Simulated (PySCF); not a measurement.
# In⁴⁷⁺: ionisation energy

In⁴⁷⁺ 1s2 (1S) → In⁴⁸⁺ 1s1 (2S), as a difference of total energies. Computed with PySCF 2.14 in an even-tempered Gaussian basis (17 s from 94 bohr⁻², ratio 2.2; 7 p from 140 bohr⁻², ratio 2.4; 4 d from 430 bohr⁻², ratio 2.4; 3 f from 640 bohr⁻², ratio 2.4; 3 g from 960 bohr⁻², ratio 2.4), with scalar relativity by spin-free X2C-1e. Correlated levels: nothing frozen; virtual orbitals above 40 to 60 times the deepest correlated orbital energy dropped. The calculations carry no spin-orbit coupling.

```
                 method  ionisation energy (eV)
                    UHF                 32888.4
    MP2 (all electrons)                 32889.9
SCS-MP2 (all electrons)                 32890.2
   CCSD (all electrons)                 32889.9
```

For this ion Breit and QED terms and the two-electron picture change, all absent here, outweigh the differences among the correlated methods.

With two correlated electrons CCSD is exact in that space.

For comparison: 32837.6 eV (theoretical estimate listed by NIST; NIST Atomic Spectra Database, ionization energies).
